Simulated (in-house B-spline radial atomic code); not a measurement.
Br⁺ is squeezed into an impenetrable sphere of radius R (the orbitals vanish at R). No spin polarisation. Level of theory: scalar-relativistic (X2C) PBE, spherical fractional occupations, Fermi nucleus of rms radius 4.1629 fm; calculated with an all-electron radial atomic-structure program (B-spline basis).

Energies in eV above the free ion in [Ar] 3d10 4s2 4p4:

| R (bohr) | highest level (eV) | [Ar] 3d10 4s2 4p4 | [Ar] 3d9 4s2 4p4 4f1 | [Ar] 3d10 4s1 4p5 |
| --- | --- | --- | --- | --- |
| 7.02 | -17.4 | 0.01026 | 90.99 | 13 |
| 6.86 | -17.4 | 0.01414 | 91.27 | 13.01 |
| 5.2 | -17.1 | 0.3687 | 96.25 | 13.39 |
| 4.37 | -16.1 | 1.81 | 101.9 | 14.96 |
| 3.83 | -14.3 | 5.092 | 109.1 | 18.54 |
| 3.15 | -8.77 | 19.07 | 130.8 | 33.6 |
| 2.62 | 2.25 | 55.26 | 177.6 | 71.86 |
| 2.33 | 14.3 | 101.5 | 233.4 | 120.1 |
| 1.84 | 60.1 | 308.6 | 469 | 333.1 |
| 1.49 | 147 | 767.4 | 967 | 798.2 |

**Question.** Does [Ar] 3d9 4s2 4p4 4f1 fall below [Ar] 3d10 4s2 4p4 under compression?

**Answer.** No, it stays above over the whole range.

**Question.** Does [Ar] 3d10 4s1 4p5 fall below [Ar] 3d10 4s2 4p4 under compression?

**Answer.** No, it stays above over the whole range.

The highest level is first positive in the row R = 2.62 bohr, pushed up by confinement above the zero of the free ion's potential. Each configuration is held fixed and needn't be the lowest in the sphere.
